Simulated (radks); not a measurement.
Si4+, 10 electrons, occupied as [Ne].

All-electron calculation, scalar-relativistic Kohn-Sham, PBE, spin-polarised, spherical densities, point nucleus. Program: a radial shooting solver on a logarithmic mesh with Libxc functionals.

Energy parts (eV):
total: -7784.005
kinetic: 7805.434
electron-nucleus: -18039.269
Hartree: 2979.848
exchange-correlation: -530.019

Orbitals (lengths in bohr, moments of r in powers of bohr; <r^-3> diverges for s and p1/2; r(max) is where P^2 peaks):
| orbital | occ. | eigenvalue (eV) | r(max) | <r^-3> | <r^4> |
|---|---|---|---|---|---|
| 1s | 2 | -1841.055 | 0.07260 | - | 0.0007200 |
| 2s | 2 | -192.3779 | 0.4534 | - | 0.2641 |
| 2p | 6 | -148.5531 | 0.3862 | 49.08 | 0.2739 |

The highest occupied level is 2p at -148.55 eV. Summed over all electrons, <r^2> = 2.919 bohr^2, which gives a Langevin (diamagnetic) susceptibility term of -2.31 x 10^-6 cm^3/mol. For comparison, the ionisation energy in NIST's Atomic Spectra Database is 166.77 eV (measured). In exact Kohn-Sham theory the highest level is minus the ionisation energy, but local and semilocal functionals leave it too shallow, through self-interaction and a potential that decays too fast; potentials with the right tail come closer. The density falls to 0.001 e/bohr^3 at r = 1.79 bohr.
